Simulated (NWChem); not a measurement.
System: CH$_{4}$AlIO$_{2}$; SMILES C[O][Al]([OH])[I]

NWChem input:

```
start job
memory heap 200 mb stack 900 mb global 1100 mb
geometry units angstroms noautoz
  Al     0.456205    -0.957880    -0.001143
  I      0.305111     1.496869    -0.003946
  O      1.947169    -1.761271    -0.000848
  H      2.809717    -1.343514     0.005921
  O     -0.977981    -1.827316     0.001142
  C     -1.466459    -3.128263     0.002713
  H     -2.095298    -3.302471     0.893220
  H     -2.097322    -3.303902    -0.886178
  H     -0.663870    -3.887651     0.002687
end
basis spherical
  * library def2-svp
end
ecp
  I library def2-ecp
end
dft
  xc mn15
  iterations 150
  mulliken
end
task dft energy
```

NWChem printed, in part:

```
             Northwest Computational Chemistry Package (NWChem) 7.3.0
             --------------------------------------------------------

 C1  symmetry detected

                             Geometry "geometry" -> ""
                             -------------------------

 Output coordinates in angstroms (scale by  1.889725989 to convert to a.u.)

  No.       Tag          Charge          X              Y              Z
 ---- ---------------- ---------- -------------- -------------- --------------
    1 Al                  13.0000     0.41974191    -0.98384496    -0.00031264
    2 I                   53.0000    -0.13909417     1.41121914    -0.00003022
    3 O                    8.0000     2.02391653    -1.52701586    -0.00044045
    4 H                    1.0000     2.80460323    -0.97111528     0.00721534
    5 O                    8.0000    -0.84914427    -2.08054054     0.00027375
    6 C                    6.0000    -1.11354946    -3.44478616    -0.00002196
    7 H                    1.0000    -1.70464086    -3.72273019     0.89000484
    8 H                    1.0000    -1.70606399    -3.72210893    -0.88939421
    9 H                    1.0000    -0.19543370    -4.05950743    -0.00069466

 Effective nuclear repulsion energy (a.u.)     480.1344427301

                                 NWChem DFT Module
                                 -----------------

 Summary of "ao basis" -> "ao basis" (spherical)
 ------------------------------------------------------------------------------
       Tag                 Description            Shells   Functions and Types
 ---------------- ------------------------------  ------  ---------------------
 Al                         def2-svp                 8       18   4s3p1d
 I                          def2-svp                10       26   4s4p2d
 O                          def2-svp                 6       14   3s2p1d
 H                          def2-svp                 3        5   2s1p
 C                          def2-svp                 6       14   3s2p1d

            General Information
            -------------------
          SCF calculation type: DFT
          Wavefunction type:  closed shell.
          No. of atoms     :     9
          No. of electrons :    64
           Alpha electrons :    32
            Beta electrons :    32
          Charge           :     0
          Spin multiplicity:     1
          Use of symmetry is: off; symmetry adaption is: off
          Maximum number of iterations: 150
          AO basis - number of functions:   106
                     number of shells:    48
          Convergence on energy requested:  1.00D-06
          Convergence on density requested:  1.00D-05
          Convergence on gradient requested:  5.00D-04

              XC Information
              --------------
                         MN15 Method XC Functional
                     Hartree-Fock (Exact) Exchange  0.440
                          MN15 Exchange Functional  1.000
                        MN15 Correlation Potential  1.000

             Grid Information
             ----------------
          Grid used for XC integration:  medium
          Radial quadrature: Mura-Knowles
          Angular quadrature: Lebedev.
          Tag              B.-S. Rad. Rad. Pts. Rad. Cut. Ang. Pts.
          ---              ---------- --------- --------- ---------
          Al                  1.25       88          10.0       590
          I                   1.40      123          13.0       590
          O                   0.60       49          11.0       434
          H                   0.35       45          13.0       434
          C                   0.70       49          12.0       434
          Grid pruning is: on
          Number of quadrature shells:   538
          Spatial weights used:  Erf1

      Superposition of Atomic Density Guess
      -------------------------------------

 Sum of atomic energies:        -777.92277139

      Non-variational initial energy
      ------------------------------

 Total energy =    -728.969633
 1-e energy   =   -1721.823020
 2-e energy   =     686.811742
 HOMO         =      -0.364316
 LUMO         =      -0.037353

     ---------------------------------------------
      Total Density - Mulliken Population Analysis
     ---------------------------------------------

    Atom       Charge   Shell Charges
 -----------   ------   -------------------------------------------------------
    1 Al  13    11.57   2.00  1.99  0.62  0.06  5.93  0.51  0.24  0.23
    2 I   25    25.36   1.83  0.22  1.22  0.68  2.93  3.13  2.63  2.72  9.82  0.19
    3 O    8     8.88   1.99  1.10  0.64  3.15  1.99  0.00
    4 H    1     0.65   0.52  0.07  0.06
    5 O    8     8.90   1.99  1.10  0.67  3.12  2.02  0.01
    6 C    6     5.85   1.99  0.91  0.21  1.84  0.84  0.05
    7 H    1     0.93   0.69  0.22  0.02
    8 H    1     0.93   0.69  0.22  0.02
    9 H    1     0.93   0.69  0.22  0.02

   convergence    iter        energy       DeltaE   RMS-Dens  Diis-err
 ---------------- ----- ----------------- --------- --------- ---------
 d= 0,ls=0.0,diis     1   -729.8349524073 -1.04D+03  1.26D-02  1.53D+00
 d= 0,ls=0.0,diis     2   -729.8188423211  1.61D-02  7.07D-03  1.56D+00
 d= 0,ls=0.0,diis     3   -729.9551481817 -1.36D-01  1.59D-03  1.02D-01
 d= 0,ls=0.0,diis     4   -729.9641826460 -9.03D-03  4.62D-04  2.07D-03
 d= 0,ls=0.0,diis     5   -729.9644512830 -2.69D-04  1.39D-04  1.72D-04
  Resetting Diis
 d= 0,ls=0.0,diis     6   -729.9644805177 -2.92D-05  1.89D-05  2.86D-06
 d= 0,ls=0.0,diis     7   -729.9644809556 -4.38D-07  1.21D-05  1.03D-06
 d= 0,ls=0.0,diis     8   -729.9644808653  9.04D-08  6.82D-06  2.20D-06

         Total DFT energy =     -729.964480865275
      One electron energy =    -1725.902506870979
           Coulomb energy =      753.890000360733
    Exchange-Corr. energy =      -63.993619241056
 Nuclear repulsion energy =      306.041644886027

 Numeric. integr. density =       63.999996648767

                       DFT Final Molecular Orbital Analysis
                       ------------------------------------

 Vector   30  Occ=2.000000D+00  E=-3.327280D-01
              MO Center= -7.3D-01, -2.3D+00, -8.1D-04, r^2= 3.0D+00
   Bfn.  Coefficient  Atom+Function         Bfn.  Coefficient  Atom+Function
  ----- ------------  ---------------      ----- ------------  ---------------
    69      0.488543  5 O  pz                72      0.371913  5 O  pz
    83     -0.225646  6 C  pz                92     -0.215309  7 H  s
    97      0.216315  8 H  s                 50     -0.184285  3 O  pz
    53     -0.147846  3 O  pz                98      0.126834  8 H  s
    93     -0.126186  7 H  s                 31      0.119592  2 I  pz

 Vector   31  Occ=2.000000D+00  E=-3.030088D-01
              MO Center= -1.6D-01,  1.0D+00,  3.6D-06, r^2= 3.1D+00
   Bfn.  Coefficient  Atom+Function         Bfn.  Coefficient  Atom+Function
  ----- ------------  ---------------      ----- ------------  ---------------
    31      0.572612  2 I  pz                34      0.525217  2 I  pz
    28     -0.240374  2 I  pz                25     -0.195697  2 I  pz
    69     -0.151956  5 O  pz                72     -0.117259  5 O  pz
    50     -0.061679  3 O  pz                92      0.058483  7 H  s
    97     -0.058471  8 H  s                 15      0.056718  1 Al d -1

 Vector   32  Occ=2.000000D+00  E=-2.993684D-01
              MO Center= -9.5D-02,  1.2D+00, -7.6D-06, r^2= 2.6D+00
   Bfn.  Coefficient  Atom+Function         Bfn.  Coefficient  Atom+Function
  ----- ------------  ---------------      ----- ------------  ---------------
    29      0.578115  2 I  px                32      0.514440  2 I  px
    26     -0.241064  2 I  px                23     -0.196282  2 I  px
    30      0.126513  2 I  py                33      0.112627  2 I  py
    49     -0.091873  3 O  py                67     -0.074395  5 O  px
    52     -0.071679  3 O  py                70     -0.063599  5 O  px

 Vector   33  Occ=0.000000D+00  E=-3.381329D-03
              MO Center=  4.2D-01, -4.5D-01, -7.1D-04, r^2= 5.1D+00
   Bfn.  Coefficient  Atom+Function         Bfn.  Coefficient  Atom+Function
  ----- ------------  ---------------      ----- ------------  ---------------
     4      1.187519  1 Al s                 33      0.525140  2 I  py
    22     -0.360932  2 I  s                 21     -0.313724  2 I  s
    47     -0.311295  3 O  s                 66     -0.288104  5 O  s
    12      0.269331  1 Al py                 3      0.252995  1 Al s
     2      0.243748  1 Al s                 30      0.240186  2 I  py

 Vector   34  Occ=0.000000D+00  E= 1.994895D-02
              MO Center=  3.6D-01, -8.0D-01,  6.9D-04, r^2= 4.3D+00
   Bfn.  Coefficient  Atom+Function         Bfn.  Coefficient  Atom+Function
  ----- ------------  ---------------      ----- ------------  ---------------
    13      0.788477  1 Al pz                10      0.374398  1 Al pz
    34     -0.253235  2 I  pz                53     -0.216745  3 O  pz
    50     -0.204497  3 O  pz                69     -0.198653  5 O  pz
    72     -0.198229  5 O  pz                31     -0.193595  2 I  pz
     7     -0.183306  1 Al pz                93      0.111107  7 H  s

 Vector   35  Occ=0.000000D+00  E= 9.675347D-02
              MO Center=  9.7D-01, -8.4D-01,  2.2D-03, r^2= 6.7D+00
   Bfn.  Coefficient  Atom+Function         Bfn.  Coefficient  Atom+Function
  ----- ------------  ---------------      ----- ------------  ---------------
    11      0.804242  1 Al px                47     -0.608747  3 O  s
     3     -0.522237  1 Al s                 80     -0.465737  6 C  s
    60      0.456870  4 H  s                103      0.454949  9 H  s
    66      0.354792  5 O  s                 33     -0.324727  2 I  py
     4      0.190434  1 Al s                  8      0.174975  1 Al px

     ---------------------------------------------
      Total Density - Mulliken Population Analysis
     ---------------------------------------------

    Atom       Charge   Shell Charges
 -----------   ------   -------------------------------------------------------
    1 Al  13    12.23   2.00  1.97  0.68  0.01  5.93  0.83  0.45  0.38
    2 I   25    25.27   1.82  0.21  1.38  0.51  2.93  3.08  2.70  2.60  9.76  0.26
    3 O    8     8.43   1.99  1.03  0.66  2.93  1.82  0.01
    4 H    1     0.80   0.67  0.06  0.07
    5 O    8     8.50   1.99  1.03  0.69  2.96  1.83  0.01
    6 C    6     5.81   1.98  0.87  0.13  2.08  0.69  0.06
    7 H    1     0.98   0.76  0.21  0.02
    8 H    1     0.98   0.76  0.21  0.02
    9 H    1     0.99   0.76  0.21  0.02

     -------------------------------------------
      Total Density - Lowdin Population Analysis
     -------------------------------------------

    Atom       Charge   Shell Charges
 -----------   ------   -------------------------------------------------------
    1 Al  13    12.69   2.00  1.92  0.48  0.21  5.82  0.95  0.70  0.61
    2 I   25    25.06   1.25  0.73  1.05  0.77  2.79  3.16  2.56  2.74  9.45  0.57
    3 O    8     8.21   1.97  0.84  0.60  2.75  2.04  0.01
    4 H    1     0.91   0.55  0.17  0.18
    5 O    8     8.24   1.97  0.86  0.58  2.81  2.01  0.01
    6 C    6     5.92   1.96  0.55  0.31  1.84  1.13  0.13
    7 H    1     0.99   0.66  0.27  0.06
    8 H    1     0.99   0.66  0.27  0.06
    9 H    1     0.99   0.66  0.27  0.06

     Multipole analysis of the density
     ---------------------------------

     L   x y z        total         alpha         beta         nuclear
     -   - - -        -----         -----         ----         -------
     0   0 0 0      0.000000    -32.000000    -32.000000     64.000000

     1   1 0 0      0.438561     -3.460618     -3.460618      7.359796
     1   0 1 0     -0.386871     37.142009     37.142009    -74.670890
     1   0 0 1      0.004100      0.001250      0.001250      0.001599

     2   2 0 0    -40.538088   -131.816126   -131.816126    223.094164
     2   1 1 0      2.033050    -22.043077    -22.043077     46.119204
     2   1 0 1      0.031962     -0.002145     -0.002145      0.036252
     2   0 2 0    -40.799988   -434.625688   -434.625688    828.451388
     2   0 1 1     -0.006019      0.001994      0.001994     -0.010006
     2   0 0 2    -40.756689    -23.205175    -23.205175      5.653661
```

Level: MN15/def2-SVP with def2 effective core potentials on I. The geometry was optimised at PBE0/def2-SVP. No frequency run checked for a minimum. def2 effective core potentials on I; no spin-orbit coupling.
